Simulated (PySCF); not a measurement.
**Ionisation energy of Os⁺ by level of theory**

Os⁺ [Xe] 4f14 5d6 6s1 (6D) → Os²⁺ [Xe] 4f14 5d6 (5D), as a difference of total energies. All numbers are calculated (PySCF 2.14, scalar relativity through the core potential, in def2-TZVPPD with the def2 core potential (60 electrons) (6s5p3d2f1g, 59 functions)). Correlated levels: valence: 5s2 5p6 frozen. The calculations carry no spin-orbit coupling.

```
           method  ionisation energy (eV)
              UHF                  16.004
    MP2 (valence)                  16.790
SCS-MP2 (valence)                  16.446
   CCSD (valence)                  16.730
CCSD(T) (valence)                  16.752
```

Question: How much does correlation contribute at CCSD(T) (valence)?

Answer: 16.752 − (16.004) = 0.748 eV, measured against UHF.

The reference lies between the lowest fine-structure levels, while these numbers refer to the centres of the terms.

Errors of the correlated levels include the incompleteness of this basis and the frozen core.

For comparison: 17 ± 1 eV (semi-empirical (NIST evaluation); NIST Atomic Spectra Database, ionization energies).
